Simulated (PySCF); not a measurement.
Ge(Et)(OH)3, SMILES [Ge]([OH])([CH2]C)([OH])[OH], CAM-B3LYP/def2-SVP optimised geometry. Atoms within 1.6 Å of the plane z = 0.0 Å (x, y, z in Å): C1 (-1.04, -2.17, -1.42), C2 (-1.35, -0.68, -1.50), Ge3 (-0.67, 0.31, 0.00), O4 (1.10, 0.31, 0.00), O5 (-1.21, 1.99, 0.00), O6 (-1.17, -0.40, 1.54), H7 (0.05, -2.35, -1.39), H8 (-1.47, -2.62, -0.51), H11 (-2.44, -0.50, -1.54), H12 (1.47, 0.07, 0.86), H13 (-0.48, 2.62, 0.06).

Computed with PySCF 2.14.0 with CAM-B3LYP/def2-TZVP. Cells within 0.4 Å of a nucleus heavier than hydrogen are left out (blank, or x).

Map of the electron localisation function on the plane z = 0.0 Å:

```
|00000000000000000000000000000|
|00000000000000000000000000000|
|00000000000000000000000000000|
|00000000000001000000000000000|
|00000000000135520000000000000|
|00000001222378751000000000000|
|00000013566699850000000000000|
|00000025788799830000000000000|
|0000002589xx88500011000000000|
|0000001478xx75100243100000000|
|00000001467874114675310000000|
|00000000134211147887410000000|
|00000000011375168888520000000|
|000000000117xx17xxx7520000000|
|000000000215x6178x77410000000|
|00000000012121168886310000000|
|00000000002221135664100000000|
|00000000000000002332000000000|
|00000000000000000000000000000|
|00000000012100000000000000000|
|00000002799831000000000000000|
|00000017999961000000000000000|
|00000028999971000000000000000|
|00000017999961000000000000000|
|00000003899730000000000000000|
|00000000144200000000000000000|
|00000000000000000000000000000|
|00000000000000000000000000000|
|00000000000000000000000000000|
```
Scale: ten equal steps from 0.000 (start of '0') to 0.996 (end of '9'), in the order '0123456789'; x runs from -5.00 to 5.00, y from -5.00 (bottom) to 5.00 (top).
